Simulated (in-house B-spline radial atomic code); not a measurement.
How numerical settings move a run on Mg+, [Ne] 3s1. Computed with a B-spline radial code for spherical atoms: Dirac-Hartree-Fock, average of configuration, Fermi nucleus of rms radius 3.057 fm.

Command:
```bash
python run_scf.py task.json out
```
Settings of the sound reference run:
```
Z                12
electrons        11
configuration    [Ne] 3s1
hamiltonian      dirac
method           hf
spin_polarised   False
nucleus          fermi
rms_radius       3.057
mass_number      24
atomic_mass      23.98504
speed_of_light   137.036
knot_spacing     0.22
spline_order     8
gauss_points     12
box_radius       35.29
max_iterations   70
damping          0.5
damped_steps     3
diis_vectors     10
tolerance        1e-08
start            Thomas-Fermi
```

Time taken, with all properties: 0.71 s on 1 thread of Arm Neoverse V2 (shared host).

It converges in 8 iterations to -199.691867 hartree, with 3s1/2 at -14.756 eV. The other runs change the listed settings, some to values that make no sense; their results aren't properties of the atom or ion. Radii are in bohr (the nuclear one in fm), a minus after a letter asks for a j subshell, and «unchanged» means within 1e-8 hartree. The run stops when the residual is below 10 × tolerance × max(1, Z/10), or a noise floor if that is larger, and the energy moves by less than 1e-8 × √|E| hartree; so very loose and very tight tolerances often act alike.

| changed settings | outcome |
| --- | --- |
| diis_vectors = 1 | converged in 14 iterations, energy unchanged, 3s1/2 level +9.0e-07 eV |
| knot_spacing = 0.15, max_iterations = 100, tolerance = 0.01, start = bare nucleus | converged in 8 iterations, energy unchanged, 3s1/2 level -8.4e-06 eV |
| spline_order = 6 | converged in 8 iterations, energy +3.98e-08 hartree from the reference |
| diis_vectors = 0 | converged in 20 iterations, energy unchanged, 3s1/2 level -7.7e-07 eV |
| gauss_points = 5, max_iterations = 60, tolerance = 1e-13 | converged in 8 iterations, energy unchanged |
| electrons = 13, configuration = [Ne] 3s3, max_iterations = 50 | stopped with error: shell 3s holds at most 2 electrons |
| spin_polarised = True | stopped with error: spin polarisation is not served with the Dirac Hamiltonian |
| spline_order = 5 | converged in 8 iterations, energy +1.00e-06 hartree from the reference, 3s1/2 level +6.4e-07 eV |
| box_radius = 1.41, max_iterations = 12, damping = 0.2, diis_vectors = 20 | converged in 7 iterations, energy +1.03e+01 hartree from the reference, 3s1/2 level +2.1e+02 eV (the program warns: 3s1/2 has a positive eigenvalue: unbound, held by the box; 2s1/2 reaches the box edge) |
| diis_vectors = 2 | converged in 9 iterations, energy unchanged |

Question: What happens with first_knot = 0.0833, max_iterations = 50, tolerance = 0.0001?

Answer: Converged in 8 iterations, energy +2.57e-02 hartree from the reference, 3s1/2 level -6.7e-04 eV.

Question: What happens with spline_order = 4?

Answer: Converged in 9 iterations, energy +4.10e-05 hartree from the reference, 3s1/2 level +2.2e-05 eV.

Question: What happens with electrons = 12, configuration = [Ne] 3s1 4s-1, max_iterations = 75?

Answer: Stopped with error: j subshells need the Dirac Hamiltonian and l > 0.

Question: What happens with first_knot = 0.0833, max_iterations = 3, tolerance = 0.0001?

Answer: Not converged after 3 iterations, last residual 2.0e-02, last energy +3.26e-02 hartree from the reference.
